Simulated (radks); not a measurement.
Numerical settings for the boron ion B2+, [He] 2s1. All-electron calculation, scalar-relativistic Kohn-Sham, PBEsol, spin-polarised, spherical densities, finite nucleus; open shells are filled with parallel spins first; Fermi nuclear charge, rms radius 2.406 fm. Program: a radial shooting solver on a logarithmic mesh with Libxc functionals. The defaults (mesh step 0.008 in ln r, mesh end at 40 bohr or more with all orbitals vanishing there, Anderson mixing 0.5 over 9 steps, residual threshold near 1e-9 with the energy settled to 1e-9 hartree or 1e-11 of itself, here a cap of 99 iterations) give E = -23.2731 hartree and 2s at -32.469 eV in 16 iterations. Run on one thread of a shared host, so times are rough (Arm Neoverse V1): 0.06 s of CPU time, 0.06 s wall, 16 iterations on 2189 mesh points. Changes against that run (0 stands for a change within the tolerance of the run):

\begin{tabular}{lrrrrr}
setting & iterations & converged & E (mhartree) & e(2s) (meV) & CPU (s) \\ \hline
mesh step in ln r 0.03 & 13 & yes & 0 & 0 & 0.02 \\
mesh step in ln r 0.12 & 99 & no & -1.23e+05 & - & 0.15 \\
mesh step in ln r 0.05 & 13 & yes & 0 & 0 & 0.01 \\
mesh end (bohr) 2 & 15 & yes & +720 & +2.22e+04 & 0.05 \\
mesh end (bohr) 12 & 16 & yes & 0 & 0 & 0.06 \\
residual threshold 1e-16 & 99 & no & 0 & 0 & 0.27 \\
residual threshold 1e-13 & 99 & no & 0 & 0 & 0.28 \\
mixing 1 & 14 & yes & 0 & 0 & 0.05 \\
linear mixing, mixing 0.8 & 99 & no & 0 & 0 & 0.24 \\
linear mixing, mixing 0.2 & 94 & yes & 0 & 0 & 0.27 \\
mixing history 20 & 23 & yes & 0 & 0 & 0.09 \\
iteration cap 2 & 2 & no & +29.4 & -9.76e+03 & 0.01 \\
\end{tabular}

Settings that end as converged yet miss the energy by more than 1 mhartree: mesh end (bohr) 2 (+0.72 hartree). A mesh that ends early acts as a hard wall.
